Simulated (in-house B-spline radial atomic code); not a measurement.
Checks on a self-consistent run for Cl+, [Ne] 3s1 3p5. Method: Dirac-Hartree-Fock, average of configuration, Fermi nucleus of rms radius 3.3654 fm. Calculated with an all-electron radial atomic-structure program (B-spline basis).

```csv
orbital,q,ε (Eh),<1/r>,<r²>,small-component weight
1s1/2,2,-105.83500,16.6846,0.0111049,0.0036651
2s1/2,2,-11.19853,3.33808,0.229733,0.00058212
2p1/2,2,-8.65491,3.22842,0.201863,0.00055315
2p3/2,4,-8.59018,3.20478,0.203936,0.00054945
3s1/2,1,-1.58054,0.919836,2.53627,9.2262e-05
3p1/2,1.6667,-0.91654,0.78705,3.42427,7.125e-05
3p3/2,3.3333,-0.91074,0.783047,3.45299,7.0755e-05
```

Electron-electron repulsion V_ee = 168.0289 hartree.

**Question.** What total energy follows from the eigenvalues?

**Answer.** The eigenvalues count the repulsion twice, so E = Σqε - V_ee = -291.881 - 168.029 = -459.910 hartree; the run printed -459.910.

**Question.** Does the Dirac virial theorem hold?

**Answer.** For a point nucleus E = -2c²Σq·w, with w the small-component weight. Here Σq·w = 0.012245 and c = 137.0360, so the ratio E/(-2c²Σq·w) is 1.000002.

**Question.** What diamagnetic shielding (Lamb formula) and susceptibility (Langevin formula) do the radii give?

**Answer.** σ = (α²/3)Σq<1/r> = 64.163/(3·137.036²) = 1138.9 ppm, and χ = -0.79199×10⁻⁶·Σq<r²> = -16.99×10⁻⁶ cm³/mol with Σq<r²> = 21.455 bohr². Both are non-relativistic formulas without the paramagnetism of open shells.
